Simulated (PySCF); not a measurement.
BH2, SMILES [BH2], multiplicity 2. Atoms are numbered in the order given.

```xyz
3

B      0.0000     0.0000     0.1454
H      0.0000    -1.0772    -0.3635
H      0.0000     1.0772    -0.3635
```
Charge 0, spin multiplicity 2.

Geometry: PBE0-D3(BJ)/def2-TZVPD. The isomer is the one that the SMILES or the coordinates give; other isomers of the formula were not compared.

Calculation: B3LYP/pcH-1 (PySCF).

Unrestricted Kohn–Sham, ⟨S²⟩ = 0.751. Hyperfine tensors hold the contact and dipolar terms, without spin-orbit corrections.

Computed hyperfine couplings:
```json
[
 {"nucleus": "11B no. 1", "A(iso) (MHz)": "375.1", "A(iso) (G)": "133.8", "dipolar principal values (MHz)": "-46.0, -43.9, 89.9"},
 {"nucleus": "1H no. 2", "A(iso) (MHz)": "40.8", "A(iso) (G)": "14.6", "dipolar principal values (MHz)": "-19.7, -1.4, 21.1"},
 {"nucleus": "1H no. 3", "A(iso) (MHz)": "40.8", "A(iso) (G)": "14.6", "dipolar principal values (MHz)": "-19.7, -1.4, 21.1"}
]
```

Problem. And the g tensor (effective nuclear charges for spin-orbit coupling, GIAO)? (The exact figures need the calculation; the answer reports its results.)

Solution. principal values 2.0004, 2.0022, 2.0025; isotropic 2.0017.
